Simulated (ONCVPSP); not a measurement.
**LDA (Perdew-Zunger) ONCV dataset for Al (Z = 13), scalar-relativistic all-electron reference.**

aluminium, optimised norm-conserving Vanderbilt (ONCV), made with ONCVPSP 4.0.1 (LDA (Perdew-Zunger), scalar-relativistic). Core [He], reference 2s2 2p6 3s1 (charge +2). Waves: 2s+3s: rc 0.85 bohr, ncon 4, nbas 7, qcut 11.2 1/bohr, 2 projectors; 2p: rc 0.65 bohr, ncon 4, nbas 8, qcut 16.8 1/bohr, 2 projectors, debl 2 Ha; d scattering state at 0.03 Ha: rc 0.70 bohr, ncon 4, nbas 8, qcut 13.4 1/bohr, 3 projectors, debl 3.1 Ha. Local part: polynomial inside 0.40 bohr (lpopt 1, dvloc0 2 Ha). Core correction: Teter function, fcfact 5.25, rcfact 1.7.

In the p channel the program set the typed energies aside and used -3.321, 0.250 Ha.

Calculated quality:

```
Cutoffs needed             : 133 Ha and 381 Ha (the cutoffs (Ha) at which the residual kinetic energy of the hardest occupied pseudo-wave falls to 1 and 0.1 mHa per electron)
Ghost test                 : ghosts flagged at negative energy: d at -1090.7 eV; no localised positive-energy state flagged; a true bound ghost makes a file unfit for plane-wave use
Largest excitation error   : -0.7 meV (all-electron minus pseudo) for 2s2 2p6 3s0, out of 4 test configurations
rms error of d²Exc/dni dnj : 3.22 mHa without and 1.90 mHa with the model core
```

Generation and tests took about 5 s on one core of a shared server CPU.
